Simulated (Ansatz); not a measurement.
Molecule: GeF, charge 0, multiplicity 2. 
Geometry from a B3LYP-D3(BJ)/def2-TZVP (Ansatz, a program for electronic structure) optimisation:
SMILES: [F][Ge]
```xyz
2

Ge     0.0000     0.0000    -0.3885
F      0.0000     0.0000     1.3814
```
Charge 0, spin multiplicity 2.

Wanted: vertical electron affinity (to the triplet state of charge -1; a negative value means that the extra electron is unbound and the number depends on the basis; each state is the SCF solution reached for its spin), in eV. Valence correlation only, unless marked. Open shells are spin-unrestricted. No spin-orbit coupling. Frozen are the shells of the preceding noble gas and the d and f shells that filled before the atom's block. Non-relativistic. Anions need diffuse functions: aug- sets have them; def2-D sets add few. Basis-set limits of correlation are two-point, X^-3; Hartree-Fock from the larger set.

```
level               program  vertical electron affinity (eV)
------------------  -------  -------------------------------
B3LYP/def2-TZVPD     Ansatz                             0.76
wB97X-V/def2-TZVPD   Ansatz                             0.67
wB97X/def2-TZVPD     Ansatz                             0.67
```

**Question.** What does CCSD(T)/CBS(aug-cc-pVTZ,aug-cc-pVQZ) (Ansatz) give?

**Answer.** 1.03 eV
